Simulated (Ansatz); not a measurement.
Input file for Ansatz (an electronic-structure program): R-B3LYP/def2-TZVPP on C6H6 (SMILES C#CCC=C=C).

Ansatz 0.2 input:
```yaml
crystal:
  periodic: [false, false, false]
  atoms:
    - {symbol: C, position_ang: [2.65969743, 0.53591760, 0.31767687]}
    - {symbol: C, position_ang: [1.51759139, 0.14650249, -0.16803972]}
    - {symbol: C, position_ang: [0.37103853, -0.24217981, -0.64173952]}
    - {symbol: C, position_ang: [-0.75448853, -0.78435264, 0.21757779]}
    - {symbol: C, position_ang: [-1.99328494, -0.03182247, 0.05062299]}
    - {symbol: C, position_ang: [-3.00338010, 0.59634790, -0.10447987]}
    - {symbol: H, position_ang: [2.82074421, 1.56369405, 0.62358408]}
    - {symbol: H, position_ang: [3.49074830, -0.15151686, 0.42966114]}
    - {symbol: H, position_ang: [0.18107943, -0.18064438, -1.70882402]}
    - {symbol: H, position_ang: [-0.45175863, -0.77217413, 1.26638241]}
    - {symbol: H, position_ang: [-0.93874128, -1.83133758, -0.04671189]}
    - {symbol: H, position_ang: [-3.89914581, 1.15156582, -0.23581026]}
basis:
  gaussian:
    orbitals: def2-TZVPP
hamiltonian:
  xc: {name: B3LYP}
scf: {lower_state_search: off}
```

Q: Give the final energy of this run.

A: -232.2090 hartree.

Q: How many basis functions does it have, and what does it roughly cost on one machine?

A: 270 functions; around 6 core-seconds (rough).
